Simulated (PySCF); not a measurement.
Species: 4-chlorobenzoic acid, C7H5ClO2.
Atom-mapped SMILES: `[O:1]=[C:2]([OH:3])[c:4]1[cH:5][cH:6][c:7]([Cl:8])[cH:9][cH:10]1` (hydrogens: H11 on O3; H12 on C5; H13 on C6; H14 on C9; H15 on C10)

The geometry is computed with GFN2-xTB (gas phase).

(1) Give the optimised bond lengths and angles.

Results:

(1) 
```json
{"bond": "O1=C2", "length (Å)": "1.206", "order": "double"}
{"bond": "C2–O3", "length (Å)": "1.342", "order": "single"}
{"bond": "C2–C4", "length (Å)": "1.479", "order": "single"}
{"bond": "C4–C5, C4–C10", "length (Å)": "1.393", "order": "aromatic"}
{"bond": "C5–C6, C9–C10", "length (Å)": "1.380", "order": "aromatic"}
{"bond": "C6–C7, C7–C9", "length (Å)": "1.388", "order": "aromatic"}
{"bond": "C7–Cl8", "length (Å)": "1.724", "order": "single"}
{"bond": "O3–H11", "length (Å)": "0.970", "order": "single"}
{"bond": "C5–H12, C10–H15", "length (Å)": "1.079", "order": "single"}
{"bond": "C6–H13, C9–H14", "length (Å)": "1.079", "order": "single"}
```

Bonds in one row agree within 0.01 Å and their mean is given. Orders are formal, as drawn. A selection of angles:
```json
{"angle": "O1–C2–O3", "degrees": "122.0"}
{"angle": "O1–C2–C4", "degrees": "124.5"}
{"angle": "O3–C2–C4", "degrees": "113.5"}
{"angle": "C2–C4–C5", "degrees": "121.8"}
{"angle": "C2–C4–C10", "degrees": "118.4"}
{"angle": "C5–C4–C10", "degrees": "119.8"}
{"angle": "C4–C5–C6", "degrees": "120.1"}
{"angle": "C5–C6–C7", "degrees": "119.5"}
{"angle": "C6–C7–Cl8", "degrees": "119.4"}
{"angle": "C6–C7–C9", "degrees": "121.1"}
{"angle": "H11–O3–C2", "degrees": "109.6"}
```

Torsions: O1–C2–C4–C5 180° (antiperiplanar); H11–O3–C2–O1 0° (synperiplanar).

The 6-membered ring C4–C5–C6–C7–C9–C10 has internal angles of 119.2° to 121.1° (sum 720°, against 720° for a flat polygon); it is planar, 0.00 Å rms from its mean plane, widest ring torsion 0°. The 7 C–C bonds span 1.380 Å (C9–C10, aromatic) to 1.479 Å (C2–C4, drawn single), a spread of 0.099 Å. The 2 C–O bonds span 1.206 Å (O1=C2, drawn double) to 1.342 Å (C2–O3, drawn single), a spread of 0.136 Å. The 10 heavy atoms lie in one plane (0.000 Å rms). O3 (acid hydroxyl oxygen) is bent (angle 109.6°). Of the pairs four or more bonds apart, O3···H12 is among the closest relative to their van der Waals radii: 2.41 Å, 88 % of the sum of Bondi's values.

Point group: Cs (tolerance 0.08 Å). Not checked by GFN2-xTB frequencies. One conformer, not necessarily the lowest (O1–C2–O3–H 0°, O1–C2–C4–C5 180°).
